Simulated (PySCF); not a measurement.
# Computed vibrations of TaF4

TaF4 (doublet). PySCF 2.14.0, UKS PBE0, Ta def2-SVP with ECP60, F def2-SVP; non-relativistic Hamiltonian with scalar-relativistic core potentials where named; density fitting; no spin-orbit coupling. Central differences of gradients.

```xyz
5

Ta    0.0000    0.0000    0.0000
F     1.7548    0.0000   -0.6464
F     0.0000    1.7548    0.6464
F    -1.7548    0.0000   -0.6464
F     0.0000   -1.7548    0.6464
```

Run from Python with OMP_NUM_THREADS=2. Where DIIS fails, smearing, a level shift and second-order steps follow.
It took 18 s on 2 threads of Arm Neoverse V2, with other jobs on the host.

Q: What are the harmonic wavenumbers and infrared intensities?

A: Modes are labelled in D2d; negative numbers are unstable modes, those under 60 cm⁻¹ near the noise; a finer grid moves soft modes by up to 10 cm⁻¹.
```json
{"cm⁻¹": "154", "km/mol": "20.0", "symmetry": "e"}
{"cm⁻¹": "154", "km/mol": "20.0", "symmetry": "e"}
{"cm⁻¹": "155", "km/mol": "0.0", "symmetry": "a1"}
{"cm⁻¹": "163", "km/mol": "13.6", "symmetry": "b2"}
{"cm⁻¹": "229", "km/mol": "0.0", "symmetry": "b1"}
{"cm⁻¹": "688", "km/mol": "51.0", "symmetry": "b2"}
{"cm⁻¹": "702", "km/mol": "185.4", "symmetry": "e"}
{"cm⁻¹": "702", "km/mol": "185.4", "symmetry": "e"}
{"cm⁻¹": "714", "km/mol": "0.0", "symmetry": "a1"}
```

Q: Is this a minimum?

A: Yes. Ideal gas at 298.15 K and 1 bar: S = 341.4 J/(mol K), Cp = 86.3 J/(mol K), H − H(0 K) = 19.1 kJ/mol (rigid rotor, harmonic modes, spin degeneracy alone).

Open shells may have lower solutions than the one found.
